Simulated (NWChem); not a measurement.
System: SiO$_{2}$ anion, doublet

Excerpt of the output:

```
             Northwest Computational Chemistry Package (NWChem) 7.3.0
             --------------------------------------------------------

                             Geometry "geometry" -> ""
                             -------------------------

 Output coordinates in angstroms (scale by  1.889725989 to convert to a.u.)

  No.       Tag          Charge          X              Y              Z
 ---- ---------------- ---------- -------------- -------------- --------------
    1 O                    8.0000    -1.47590000     0.00000000    -0.27376000
    2 Si                  14.0000     0.00000000     0.00000000     0.29336700
    3 O                    8.0000     1.47590000     0.00000000    -0.27376000

 Effective nuclear repulsion energy (a.u.)      86.4433082458

                                 NWChem DFT Module
                                 -----------------

 Summary of "ao basis" -> "ao basis" (spherical)
 ------------------------------------------------------------------------------
       Tag                 Description            Shells   Functions and Types
 ---------------- ------------------------------  ------  ---------------------
 O                        aug-cc-pvdz                9       23   4s3p2d
 Si                       aug-cc-pvdz               11       27   5s4p2d

 in cosmo_initialize ...
 calling solv_data for solv:h2o

 solvent parameters
 solvname_short: h2o
 solvname_long:  water
 dielec:       78.4000
 dielecinf:     1.7769
 aqueous SMD model solvent descriptors
 dielec:       78.4000
 sola:          0.8200

          ---------------
          -cosmo- solvent
          ---------------
 Cosmo: York-Karplus, doi: 10.1021/jp992097l
 dielectric constant -eps-     =  78.40
 screen = (eps-1)/(eps    )    =   0.98724
 surface charge correction     = lagrangian

   van der Waals surface
 --------------------------

 ---------- ATOMIC COORDINATES (A.U.) ------------ VDWR(ANG.) --
     1   -2.78904659    0.00000000   -0.51733139     1.520
     2    0.00000000    0.00000000    0.55438324     2.470
     3    2.78904659    0.00000000   -0.51733139     1.520
 number of segments per atom =        128
 number of   points per atom =        128
 atom (   nspa,  nppa )
 ----------------------
    1 (     56,     0 )       0
    2 (    108,     0 )       0
    3 (     56,     0 )       0
 number of -cosmo- surface points =      220
 molecular surface =     82.913 angstrom**2
 molecular volume  =     68.498 angstrom**3
 -lineq- algorithm             =   0
 -bem- low  level              =   3
 -bem- from -octahedral-
 gaussian surface charge width =   4.50000
 degree of switching           =   1.00000
 switching function tolerance  =   0.00010
 atomic radii =
 --------------
    1  8.000  1.520
    2 14.000  2.470
    3  8.000  1.520
 ...... end of -cosmo- initialization ......

 nat:                     3
 ixmem:                   608
 calling mnsol_interface()
 G(SMD-CDS) energy (kcal/mol)  =     0.000
 SMD-CDS SASA (angstrom**2)    =    96.144

            General Information
            -------------------
          SCF calculation type: DFT
          Wavefunction type:  spin polarized.
          No. of atoms     :     3
          No. of electrons :    31
           Alpha electrons :    16
            Beta electrons :    15
          Charge           :    -1
          Spin multiplicity:     2
          Use of symmetry is: off; symmetry adaption is: off
          Maximum number of iterations: 150
          AO basis - number of functions:    73
                     number of shells:    29
          Convergence on energy requested:  1.00D-06
          Convergence on density requested:  1.00D-05
          Convergence on gradient requested:  5.00D-04

[...]

                                COSMO-SMD solvation results
                                ---------------------------

             internal energy in gas <Psi(g)|H|Psi(g)> =      -440.049704878772
         internal energy in solvent <Psi(s)|H|Psi(s)> =      -440.044909866697
                               delta internal energy  =         0.004795012075 (    3.01 kcal/mol)
   total free energy in solvent <Psi(s)|H+V/2|Psi(s)> =      -440.161180912370
 polarization energy contribution <Psi(s)|V/2|Psi(s)> =        -0.116271045673 (  -72.96 kcal/mol)
    total free energy in solvent including G(SMD-CDS) =      -440.161180912370
                       G(SMD-CDS) energy contribution =         0.000000000000 (    0.00 kcal/mol)
     1 M fixed-concentration free energy of solvation =        -0.111476033598 (  -69.95 kcal/mol)

                    DFT Final Alpha Molecular Orbital Analysis
                    ------------------------------------------

 Vector   14  Occ=1.000000D+00  E=-2.972010D-01
              MO Center=  2.6D-04, -3.2D-10, -2.4D-01, r^2= 2.8D+00
   Bfn.  Coefficient  Atom+Function         Bfn.  Coefficient  Atom+Function
  ----- ------------  ---------------      ----- ------------  ---------------
     6      0.428817  1 O  py                56     -0.428886  3 O  py
     9      0.293331  1 O  py                59     -0.293381  3 O  py
    41     -0.114144  2 Si d -2              12      0.105056  1 O  py
    62     -0.105073  3 O  py

 Vector   15  Occ=1.000000D+00  E=-2.953455D-01
              MO Center=  2.3D-04,  4.4D-10, -2.0D-01, r^2= 2.9D+00
   Bfn.  Coefficient  Atom+Function         Bfn.  Coefficient  Atom+Function
  ----- ------------  ---------------      ----- ------------  ---------------
     7      0.361994  1 O  pz                57     -0.362038  3 O  pz
    10      0.258772  1 O  pz                60     -0.258805  3 O  pz
     5     -0.242545  1 O  px                55     -0.242583  3 O  px
     8     -0.147230  1 O  px                58     -0.147256  3 O  px
    44      0.114940  2 Si d  1              13      0.099873  1 O  pz

 Vector   16  Occ=1.000000D+00  E=-2.117343D-01
              MO Center=  2.8D-05,  6.6D-10,  5.3D-01, r^2= 2.8D+00
   Bfn.  Coefficient  Atom+Function         Bfn.  Coefficient  Atom+Function
  ----- ------------  ---------------      ----- ------------  ---------------
    37      0.292635  2 Si pz                34      0.275356  2 Si pz
    27      0.273497  2 Si s                  7     -0.255254  1 O  pz
    57     -0.255269  3 O  pz                26      0.247568  2 Si s
    45     -0.174178  2 Si d  2               5     -0.164824  1 O  px
    55      0.164826  3 O  px                10     -0.153666  1 O  pz

 Vector   17  Occ=0.000000D+00  E=-2.905642D-02
              MO Center=  1.6D-06,  5.4D-09,  5.3D-01, r^2= 4.7D+00
   Bfn.  Coefficient  Atom+Function         Bfn.  Coefficient  Atom+Function
  ----- ------------  ---------------      ----- ------------  ---------------
    36      0.680870  2 Si py                39      0.434251  2 Si py
    33      0.372347  2 Si py                 6     -0.250946  1 O  py
    56     -0.250949  3 O  py                 9     -0.224171  1 O  py
    59     -0.224174  3 O  py                12     -0.219256  1 O  py
    62     -0.219265  3 O  py                47      0.084866  2 Si d -1

 Vector   18  Occ=0.000000D+00  E=-1.142124D-04
              MO Center= -1.4D-05, -7.3D-09, -1.1D+00, r^2= 9.4D+00
   Bfn.  Coefficient  Atom+Function         Bfn.  Coefficient  Atom+Function
  ----- ------------  ---------------      ----- ------------  ---------------
    28      1.524203  2 Si s                  4     -0.925030  1 O  s
    54     -0.925022  3 O  s                 27      0.808360  2 Si s
    40     -0.663179  2 Si pz                37     -0.583867  2 Si pz
    11     -0.294807  1 O  px                61      0.294805  3 O  px
     3     -0.196293  1 O  s                 53     -0.196290  3 O  s

 Vector   19  Occ=0.000000D+00  E= 1.376102D-02
              MO Center= -1.7D-05, -1.1D-09,  4.1D-01, r^2= 1.6D+01
   Bfn.  Coefficient  Atom+Function         Bfn.  Coefficient  Atom+Function
  ----- ------------  ---------------      ----- ------------  ---------------
    38      1.222785  2 Si px                 4      0.614582  1 O  s
    54     -0.614577  3 O  s                 35      0.444098  2 Si px
     3      0.158479  1 O  s                 53     -0.158480  3 O  s
    13      0.085605  1 O  pz                63     -0.085604  3 O  pz
    32      0.084262  2 Si px                11      0.071498  1 O  px

                     DFT Final Beta Molecular Orbital Analysis
                     -----------------------------------------

 Vector   13  Occ=1.000000D+00  E=-3.281637D-01
              MO Center= -2.7D-04, -2.2D-09, -1.2D-01, r^2= 2.7D+00
   Bfn.  Coefficient  Atom+Function         Bfn.  Coefficient  Atom+Function
  ----- ------------  ---------------      ----- ------------  ---------------
     7      0.343748  1 O  pz                57      0.343669  3 O  pz
    10      0.225192  1 O  pz                60      0.225137  3 O  pz
    34      0.214540  2 Si pz                27      0.190394  2 Si s
     5     -0.146084  1 O  px                55      0.146036  3 O  px
     8     -0.113513  1 O  px                58      0.113484  3 O  px

 Vector   14  Occ=1.000000D+00  E=-2.942631D-01
              MO Center=  2.9D-04,  2.7D-11, -2.4D-01, r^2= 2.8D+00
   Bfn.  Coefficient  Atom+Function         Bfn.  Coefficient  Atom+Function
  ----- ------------  ---------------      ----- ------------  ---------------
     6      0.426889  1 O  py                56     -0.426966  3 O  py
     9      0.295576  1 O  py                59     -0.295633  3 O  py
    41     -0.110986  2 Si d -2              12      0.107374  1 O  py
    62     -0.107394  3 O  py

[...]
```

Level: B3LYP/aug-cc-pVDZ, spin-unrestricted, SMD on the gas-phase geometry. In the optimisation the excess spin sits in a1 (C2v, its own frame). All runs use the structure optimised with B3LYP/def2-SVPD, spin-unrestricted. No stability test was run on the SCF state. Solvent: water.

Task: Write an input that gives this output.

Result: Several could match; the one computed here: the input that was run:
```
start job
memory heap 200 mb stack 900 mb global 1100 mb
charge -1
geometry units angstroms noautosym nocenter noautoz
  O     -1.475900     0.000000    -0.273760
  Si     0.000000     0.000000     0.293367
  O      1.475900     0.000000    -0.273760
end
basis spherical
  O library aug-cc-pvdz
  Si library aug-cc-pvdz
end
dft
  odft
  mult 2
  xc b3lyp
  iterations 150
end
cosmo
  do_cosmo_smd true
  solvent water
end
task dft energy
```
